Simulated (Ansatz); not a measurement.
Ansatz (a quantum-chemistry and plane-wave program) input (CCSD(T)/aug-cc-pVQZ):

Ansatz 0.2 input:
```yaml
crystal:
  periodic: [false, false, false]
  atoms:
    - {symbol: C, position_ang: [-0.00000000, -0.00000000, -0.62355895]}
    - {symbol: C, position_ang: [0.00000000, 0.00000000, 0.62355895]}
basis:
  gaussian:
    orbitals: aug-cc-pVQZ
magnetization: {spin_polarized: true, initial_magnetization: 2}
correlation: {method: ccsd_t, electrons: outside_noble_gas}
```

End of the output:

```
mean field evaluation 544: about -2051.6525 eV, gradient 7.4e-1 eV
mean field evaluation 576: about -2043.6090 eV, gradient 1.0e-3 eV
mean field evaluation 608: about -2053.5960 eV, gradient 5.9e-1 eV
mean field evaluation 640: about -2041.3715 eV, gradient 6.6e0 eV
mean field evaluation 672: about -2054.4490 eV, gradient 1.0e-1 eV
mean field evaluation 704: about -2042.1572 eV, gradient 1.6e-1 eV
mean field evaluation 736: about -2049.1366 eV, gradient 3.9e-2 eV
mean field -2054.80322539 eV, -75.5126257376 hartree, gradient 4.9e-6 eV, S^2 2.082629; 28 other end points of the search recorded, 0 dependent functions left out
determinant -2054.80322539 eV, -75.5126257376 hartree, with singles and doubles -2061.72901766 eV, -75.7671439090 hartree
determinant -2054.76497563 eV, -75.5112200845 hartree, with singles and doubles -2061.93530209 eV, -75.7747247220 hartree
determinant -2054.69632313 eV, -75.5086971519 hartree, with singles and doubles -2061.32250814 eV, -75.7522049594 hartree
determinant -2054.66058930 eV, -75.5073839576 hartree, with singles and doubles -2062.00696047 eV, -75.7773581188 hartree
determinant -2054.44919076 eV, -75.4996152046 hartree, with singles and doubles -2062.14077740 eV, -75.7822758003 hartree
determinant -2053.60117945 eV, -75.4684513638 hartree, with singles and doubles -2061.12289546 eV, -75.7448693290 hartree
determinant -2051.66229792 eV, -75.3971987819 hartree, with singles and doubles -2059.69603175 eV, -75.6924330548 hartree
determinant -2049.40149863 eV, -75.3141159404 hartree, with singles and doubles -2055.74422810 eV, -75.5472069492 hartree
determinant -2049.13850645 eV, -75.3044511559 hartree, with singles and doubles -2055.65819113 eV, -75.5440451489 hartree
determinant -2048.46385036 eV, -75.2796580021 hartree, with singles and doubles -2054.52695242 eV, -75.5024728932 hartree
determinant -2045.33152275 eV, -75.1645470855 hartree, with singles and doubles -2052.78365742 eV, -75.4384079835 hartree
determinant -2054.80322539 eV, -75.5126257376 hartree, with singles and doubles -2061.89907274 eV, -75.7733933180 hartree
determinant -2054.76497563 eV, -75.5112200845 hartree, with singles and doubles -2061.89589281 eV, -75.7732764574 hartree
determinant -2054.66058930 eV, -75.5073839576 hartree, with singles and doubles -2061.92017818 eV, -75.7741689286 hartree
determinant -2054.44919076 eV, -75.4996152046 hartree, with singles and doubles -2061.94469077 eV, -75.7750697493 hartree
2 core orbitals not correlated
reference -2054.44919076 eV, -75.4996152046 hartree; 5, 3 occupied and 153, 155 virtual orbitals, 976 factors
second order -7.13863884 eV of doubles, -0.00000000 eV of singles
coupled cluster: 1.78 GiB planned
cycle   1  -7.49549892 eV  change    1.1e-6 eV  update   1.9e-6
perturbative correction -0.48465038 eV, -0.0178105729 hartree
Total energy: -2062.42934006 eV, -75.7928802823 hartree
```

This state (charge 0, triplet) is run at the relaxed geometry of the species with charge 0 and multiplicity 1, and is a spin state other than that species' own.
